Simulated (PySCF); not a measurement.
fluoroethane cation (C₂H₅F), SMILES CCF (connectivity only; charge and spin as stated), charge +1, multiplicity 2. The structure is a stationary point at PBE-D3(BJ)/def2-TZVP. The multiplicity is an assumed one; other spin states were not compared.

The numbers are results of PBE-D3(BJ)/def2-TZVP (PySCF), not measurements.

Harmonic wavenumbers (cm⁻¹): 117, 439, 482, 709, 874, 925, 974, 1054, 1139, 1177, 1189, 1340, 1389, 2312, 2545, 2769, 2815, 3089. Rotational constants (GHz): 40.00, 9.292, 8.205; symmetry number 1.

Question: Work out the zero-point energy and the ideal-gas rigid-rotor harmonic-oscillator thermochemistry at 298.15 K and 1 atm.

Answer: ZPE = ½ Σ hcν = ½ × 25338 cm⁻¹ = 36.22 kcal/mol. H − E(el) = 39.58 kcal/mol. Entropy in cal/(mol K): translation 37.53, rotation 22.18, vibration 5.62, spin 1.38, total 66.71. G − E(el) = 19.69 kcal/mol. Cp = 16.03 cal/(mol K). Modes under 150 cm⁻¹ make the vibrational entropy uncertain.
